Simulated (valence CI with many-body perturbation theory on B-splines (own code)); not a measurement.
E1 transitions of Re⁶⁹⁺

Method: relativistic CI+MBPT: four valence electrons over a frozen Dirac-Fock core [He], a basis of 11 s, 11 p, 10 d, 8 f, 5 g, 2 h functions for each j, with the one-electron correlation potential Σ1 (screened to all orders), the two-electron term Σ2, the three-electron term Σ3, Breit, model QED; selected single and double excitations, second order for the rest, scaled by the run's own slope (own B-spline code, finite nucleus).

The last digits are not significant, and no measured levels were compared; by estimate large intervals hold to a few tenths of a per cent, small ones and those within an open d or f shell to about a per cent. Among the levels kept, up to 1300 cm⁻¹ of a level comes from second order outside the variational space, and about a tenth of that is noise between levels of different J, which matters for small intervals.

Lines 51 to 100 of 600 in falling wavelength, among levels below 15026 eV, chosen from the strongest by gf and those to the six lowest levels. Wavelengths and rates use the calculated energies. Electric multipoles are in the length gauge, E1 and E2 with the static RPA response of the core. Weak lines are less certain than strong ones. Lines between different terms over intervals too small for the method are left out, as are lines whose strength nearly cancels. The highest levels of a list are the least certain.

Levels are named by their leading jj configuration (3d3/2^4 stands for four electrons in 3d with j = 3/2), which in mixed levels can hold well under half, so a name can repeat and another be missing. Letters in brackets count levels of one name in rising energy.

```tsv
λ vac (nm)	Upper	Lower	A (s⁻¹)	S (a.u.) with core polarisation	S without
4.013	(2s 2p1/2^2 2p3/2) J=2	(2s^2 2p1/2 2p3/2) J=1	1.97e+10	3.14e-03	3.14e-03
3.359	(2s 2p1/2 2p3/2^2) J=1 [a]	(2s^2 2p3/2^2) J=2	3.15e+10	1.77e-03	1.77e-03
3.289	(2p1/2^2 2p3/2 3d5/2) J=4	(2s 2p1/2 2p3/2 3d5/2) J=5	8.06e+10	1.27e-02	1.27e-02
3.279	(2s 2p1/2 2p3/2^2) J=2 [b]	(2s^2 2p3/2^2) J=2	2.65e+10	2.30e-03	2.31e-03
3.259	(2s 2p1/2^2 2p3/2) J=1	(2s^2 2p1/2 2p3/2) J=2	5.72e+10	2.93e-03	2.93e-03
3.110	(2s 2p1/2^2 2p3/2) J=1	(2s^2 2p1/2 2p3/2) J=1	1.28e+10	5.69e-04	5.70e-04
2.465	(2s 2p1/2 2p3/2 3d3/2) J=3 [b]	(2s 2p1/2 2p3/2 3p1/2) J=2 [b]	4.24e+11	2.19e-02	2.19e-02
2.460	(2s 2p1/2 2p3/2 3d3/2) J=1 [d]	(2s 2p1/2 2p3/2 3p1/2) J=1 [c]	3.95e+11	8.72e-03	8.72e-03
2.436	(2s 2p1/2 2p3/2 3d3/2) J=2 [d]	(2s 2p1/2 2p3/2 3p1/2) J=1 [c]	4.65e+11	1.66e-02	1.66e-02
2.427	(2s^2 2p1/2 3d3/2) J=1	(2s^2 2p1/2 3p1/2) J=0	5.95e+11	1.26e-02	1.26e-02
2.424	(2s 2p1/2 2p3/2 3d3/2) J=2 [b]	(2s 2p1/2 2p3/2 3p1/2) J=2 [b]	6.49e+11	2.28e-02	2.28e-02
2.401	(2s 2p3/2^2 3p3/2) J=3 [a]	(2s 2p3/2^2 3s) J=2 [a]	6.15e+11	2.94e-02	2.94e-02
2.387	(2p1/2 2p3/2^2 3p3/2) J=1 [a]	(2p1/2 2p3/2^2 3s) J=2 [b]	8.76e+11	1.77e-02	1.77e-02
2.380	(2s 2p1/2 2p3/2 3d3/2) J=1 [b]	(2s 2p1/2 2p3/2 3p1/2) J=2 [b]	9.10e+11	1.82e-02	1.82e-02
2.377	(2s 2p3/2^2 3p3/2) J=1 [b]	(2s 2p3/2^2 3s) J=0	9.11e+11	1.81e-02	1.81e-02
2.376	(2p1/2 2p3/2^2 3p3/2) J=2	(2p1/2 2p3/2^2 3s) J=1 [a]	4.27e+11	1.41e-02	1.41e-02
2.372	(2s 2p1/2 2p3/2 3d3/2) J=2 [a]	(2s 2p1/2 2p3/2 3p1/2) J=2 [a]	4.80e+11	1.58e-02	1.58e-02
2.371	(2s^2 2p3/2 3d3/2) J=2	(2s^2 2p3/2 3p1/2) J=2	4.67e+11	1.53e-02	1.53e-02
2.367	(2s 2p3/2^2 3d3/2) J=3 [b]	(2s 2p3/2^2 3p1/2) J=2 [b]	8.79e+11	4.03e-02	4.03e-02
2.364	(2p1/2 2p3/2^2 3p3/2) J=3 [b]	(2p1/2 2p3/2^2 3s) J=2 [b]	6.06e+11	2.77e-02	2.77e-02
2.364	(2p1/2^2 2p3/2 3d3/2) J=2	(2p1/2^2 2p3/2 3p1/2) J=2	4.55e+11	1.48e-02	1.48e-02
2.363	(2p1/2 2p3/2^2 3p3/2) J=0	(2p1/2 2p3/2^2 3s) J=1 [a]	1.28e+12	8.34e-03	8.34e-03
2.363	(2s^2 2p3/2 3d3/2) J=2	(2s^2 2p3/2 3p1/2) J=1	4.88e+11	1.59e-02	1.59e-02
2.359	(2s 2p1/2 2p3/2 3p3/2) J=1 [a]	(2s 2p1/2 2p3/2 3s) J=1 [a]	1.15e+12	2.23e-02	2.23e-02
2.359	(2s 2p3/2^2 3d3/2) J=2 [b]	(2s 2p3/2^2 3p1/2) J=1 [b]	5.61e+11	1.82e-02	1.82e-02
2.358	(2p1/2^2 2p3/2 3d3/2) J=2	(2p1/2^2 2p3/2 3p1/2) J=1	4.78e+11	1.55e-02	1.55e-02
2.355	(2s 2p1/2^2 3d3/2) J=1	(2s 2p1/2^2 3p1/2) J=0	6.67e+11	1.29e-02	1.29e-02
2.355	(2s 2p3/2^2 3d3/2) J=3 [a]	(2s 2p3/2^2 3p1/2) J=3	5.70e+11	2.57e-02	2.57e-02
2.354	(2s 2p1/2^2 3p3/2) J=1	(2s 2p1/2^2 3s) J=0	9.78e+11	1.89e-02	1.89e-02
2.354	(2s 2p3/2^2 3d3/2) J=2 [a]	(2s 2p3/2^2 3p1/2) J=2 [a]	8.01e+11	2.58e-02	2.58e-02
2.351	(2s 2p1/2 2p3/2 3d3/2) J=2 [c]	(2s 2p1/2 2p3/2 3p1/2) J=1 [b]	6.21e+11	1.99e-02	1.99e-02
2.346	(2s 2p3/2^2 3d3/2) J=3 [a]	(2s 2p3/2^2 3p1/2) J=2 [a]	4.36e+11	1.95e-02	1.95e-02
2.345	(2s 2p3/2^2 3p3/2) J=1 [a]	(2s 2p3/2^2 3s) J=2 [a]	1.50e+12	2.86e-02	2.86e-02
2.343	(2s 2p3/2^2 3d3/2) J=4	(2s 2p3/2^2 3p1/2) J=3	9.90e+11	5.66e-02	5.66e-02
2.337	(2s 2p3/2^2 3d3/2) J=1 [a]	(2s 2p3/2^2 3p1/2) J=2 [a]	1.08e+12	2.04e-02	2.04e-02
2.334	(2s 2p3/2^2 3p3/2) J=3 [b]	(2s 2p3/2^2 3s) J=2 [b]	1.53e+12	6.73e-02	6.73e-02
2.334	(2p1/2^2 2p3/2 3p3/2) J=1	(2p1/2^2 2p3/2 3s) J=1	1.06e+12	2.00e-02	2.00e-02
2.333	(2s 2p3/2^2 3p3/2) J=0	(2s 2p3/2^2 3s) J=1 [b]	1.46e+12	9.15e-03	9.16e-03
2.333	(2s^2 2p3/2 3d3/2) J=3	(2s^2 2p3/2 3p1/2) J=2	1.00e+12	4.38e-02	4.38e-02
2.332	(2s 2p3/2^2 3d3/2) J=2 [c]	(2s 2p3/2^2 3p1/2) J=2 [b]	3.34e+11	1.05e-02	1.05e-02
2.332	(2s 2p1/2 2p3/2 3d3/2) J=3 [c]	(2s 2p1/2 2p3/2 3p1/2) J=2 [c]	9.96e+11	4.36e-02	4.36e-02
2.328	(2p1/2^2 2p3/2 3d3/2) J=3	(2p1/2^2 2p3/2 3p1/2) J=2	9.81e+11	4.28e-02	4.28e-02
2.327	(2s 2p3/2^2 3d3/2) J=2 [c]	(2s 2p3/2^2 3p1/2) J=1 [b]	3.14e+11	9.77e-03	9.78e-03
2.326	(2s 2p1/2 2p3/2 3d3/2) J=3 [a]	(2s 2p1/2 2p3/2 3p1/2) J=2 [a]	9.08e+11	3.95e-02	3.95e-02
2.325	(2s 2p1/2^2 3d3/2) J=2	(2s 2p1/2^2 3p1/2) J=1	9.82e+11	3.05e-02	3.05e-02
2.325	(2s^2 2p3/2 3p3/2) J=1	(2s^2 2p3/2 3s) J=1	1.24e+12	2.31e-02	2.31e-02
2.325	(2s 2p1/2 2p3/2 3p3/2) J=2 [b]	(2s 2p1/2 2p3/2 3s) J=2 [b]	1.02e+12	3.15e-02	3.15e-02
2.324	(2s 2p3/2^2 3d3/2) J=2 [c]	(2s 2p3/2^2 3p1/2) J=1 [a]	3.10e+11	9.61e-03	9.61e-03
2.323	(2s 2p1/2 2p3/2 3d3/2) J=2 [a]	(2s 2p1/2 2p3/2 3p1/2) J=1 [a]	5.04e+11	1.56e-02	1.56e-02
2.323	(2s^2 2p1/2 3d3/2) J=2	(2s^2 2p1/2 3p1/2) J=1	1.00e+12	3.10e-02	3.10e-02
```
